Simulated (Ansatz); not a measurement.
The same path of AlFH₄OSi (8 atoms, charge 0, multiplicity 1) was run twice with different band settings. The coordinate that changes most is the dihedral F3–Al2–Si4–H6.

Computed with RKS r2SCAN/6-31G* (Ansatz).

Relaxed end points:

```xyz
8
Properties=species:S:1:pos:R:3
O 1.547 1.490 -0.518
Al 0.889 0.218 0.406
F 1.772 -0.372 1.684
Si -1.292 -0.661 -0.204
H 2.410 1.873 -0.321
H -2.314 0.426 -0.221
H -1.255 -1.261 -1.570
H -1.757 -1.713 0.744
```

```xyz
8
Properties=species:S:1:pos:R:3
O 2.119 -0.559 -0.294
Al 0.852 0.354 0.388
F 1.234 1.549 1.477
Si -1.435 -0.146 -0.264
H 3.044 -0.403 -0.066
H -2.408 0.799 0.354
H -1.594 -0.066 -1.745
H -1.813 -1.528 0.152
```

Common settings: movable images 5; spring 5.0 eV/Å²; start path IDPP; force threshold 0.05 eV/Å; end points relaxed.

| run | climbing image | optimiser | iteration limit |
| --- | --- | --- | --- |
| 1 | yes | quadratic models (default) | 48 |
| 2 | from the first iteration | fire | 58 |

What does each run give, and how far can it be trusted?

Run 1: converged after 5 iterations, highest image 0.000 eV above the first end. The top lies less than 8 meV above the higher end, about what the thresholds resolve: the motion is nearly free. A vibrational analysis at the climbing image gives no mode beyond 40i cm⁻¹: the surface is too flat there to confirm a saddle point.
Run 2: converged after 30 iterations, highest image 0.001 eV above the first end. The top lies less than 8 meV above the higher end, about what the thresholds resolve: the motion is nearly free. Another band between the same ends (5 images) ends at a top of the same energy, where a vibrational analysis finds no clearly imaginary modes.
